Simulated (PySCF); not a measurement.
**Computed data sheet: `OCC1=CC2=C(C=C1)CC2`**

Species: C₉H₁₀O.
Z-matrix (Å and degrees, GFN2-xTB geometry), rows numbered from 1:
```
O 
C   1  1.4150
C   2  1.5089  1  112.08
C   3  1.3910  2  119.12  1    86.39
C   4  1.3950  3  122.61  2  -177.77
C   5  1.3716  4  115.54  3     0.39
C   6  1.3951  5  122.22  4     0.26
C   7  1.3707  6  122.60  5    -0.57
C   7  1.5072  6   93.03  5   179.63
C   6  1.5069  5  144.71  4  -179.50
H   1  0.9637  2  108.36  3   -53.13
H   2  1.0921  1  105.26  3  -120.50
H   2  1.1007  1  109.94  3   122.63
H   4  1.0822  3  118.53  2     2.82
H   5  1.0800  4  120.88  3  -179.53
H   8  1.0796  3  120.46  2    -2.55
H   9  1.0888  7  114.72  6  -115.33
H   9  1.0887  7  115.04  6   116.73
H  10  1.0889  6  115.13  5   -63.42
H  10  1.0890  6  114.68  5    64.49
```

Among its groups: benzene ring and alcohol.

From GFN2-xTB geometry:

- Point group of the GFN2-xTB geometry: C1
- Rotational constants A, B, C of the GFN2-xTB geometry: 3.383, 0.854, 0.727 GHz

PBE0/pcSseg-1 ground state and GIAO shieldings, non-relativistic (PySCF):

- Dipole moment: 2.02 D
- HOMO energy: -6.92 eV
- LUMO energy: -0.40 eV
- HOMO–LUMO gap: 6.52 eV
- Lowest Hirshfeld atomic charge: -0.24 e on O1
- Highest Hirshfeld atomic charge: +0.16 e on H11
- 13C chemical shifts (computed TMS as zero) by class: 152.3 (C7), 151.1 (C6), 147.3 (C3), 131.8 (C4), 129.8 (C8), 127.9 (C5), 73.1 (C2), 30.5 (C9), 30.3 (C10) ppm
- 1H chemical shifts (computed TMS as zero) by class: 7.49 (H16), 7.40 (H14), 7.40 (H15), 4.76 (H12/H13), 3.31 (H17/H18), 3.28 (H19/H20), 0.02 (H11) ppm
- Isotropic shieldings of nuclei other than C and H, by class: 263 (O1) ppm
- Mayer bond orders between heavy atoms: O1–C2 0.97, C2–C3 1.05, C3–C4 1.42, C4–C5 1.43, C5–C6 1.42, C6–C7 1.32, C7–C8 1.40, C7–C9 1.09, C9–C10 1.10, C8–C3 1.36, C10–C6 1.09

Monoisotopic mass (most abundant isotopes): 134.0732 u.

The rotational constants make it an asymmetric top with κ = (2B − A − C)/(A − C) = -0.90, nearer the prolate limit (−1). With B = h/(8π²I), that is 505.379 GHz u Å² over I, the principal moments of inertia are 149.4, 591.9 and 695.6 u Å² (most abundant isotopes); the inertial defect Ic − Ia − Ib is -45.7 u Å² (zero for a rigid planar frame, negative otherwise). The dipole equals about 6.7 × 10⁻³⁰ C·m (1 D = 3.33564 × 10⁻³⁰ C·m).

One conformer (not necessarily the lowest) at the GFN2-xTB geometry, without solvent or vibrations. NMR classes are plain means over equivalent atoms (diastereotopic ones count apart unless rotation or inversion swaps them), as if these changed places fast; in this geometry the members of some classes differ.
